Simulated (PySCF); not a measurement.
ZnCl: frontier orbitals

PBE at R = 2.175 Å; Zn x2c-SVPall, Cl x2c-SVPall; spin-free X2C with a Gaussian nucleus (PySCF 2.14). State: ²Σ⁺ (doublet), unpaired electrons σ ↑. Only the outer orbitals are listed, counted within each symmetry.

| spin | orbital | occ. | ε (eV) | on Zn (%) | main shells (%) |
| --- | --- | --- | --- | --- | --- |
| α | 11σ | 1 | -8.91 | 44 | 54 Cl p, 36 Zn s |
| α | 5π | 1 | -6.90 | 6 | 94 Cl p |
| α | 5π | 1 | -6.90 | 6 | 94 Cl p |
| α | 12σ | 1 | -5.54 | 76 | 59 Zn s, 24 Cl p, 17 Zn p |
| α | 6π | 0 | -0.33 | 96 | 95 Zn p |
| α | 6π | 0 | -0.33 | 96 | 95 Zn p |
| α | 13σ | 0 | 1.64 | 99 | 99 Zn s |
| β | 11σ | 1 | -8.54 | 42 | 56 Cl p, 33 Zn s |
| β | 5π | 1 | -6.80 | 6 | 94 Cl p |
| β | 5π | 1 | -6.80 | 6 | 94 Cl p |
| β | 12σ | 0 | -4.45 | 78 | 66 Zn s, 22 Cl p, 11 Zn p |
| β | 6π | 0 | 0.41 | 96 | 96 Zn p |
| β | 6π | 0 | 0.41 | 96 | 96 Zn p |

Q: Which are the highest filled and the lowest empty level, where do they sit, and how wide is the gap?

A: Highest filled α 12σ at -5.54 eV (in %: 59 Zn s, 24 Cl p, 17 Zn p); lowest empty β 12σ at -4.45 eV (in %: 66 Zn s, 22 Cl p, 11 Zn p); the gap at PBE is 1.09 eV.

```
bond order (Mayer)                               : 1.16
⟨S²⟩                                             : 0.752
charge on Zn (Mulliken, basis-dependent)         : 0.20
charge on Zn (Löwdin, basis-dependent)           : -0.01
dipole moment (positive dipole means Zn(−)Cl(+)) : -2.44 D
polarisability along the bond                    : 46.0 bohr³
polarisability across the bond                   : 24.5 bohr³
```

The state is the lowest determinant that a PBE0 search found; another state may lie lower at other levels.
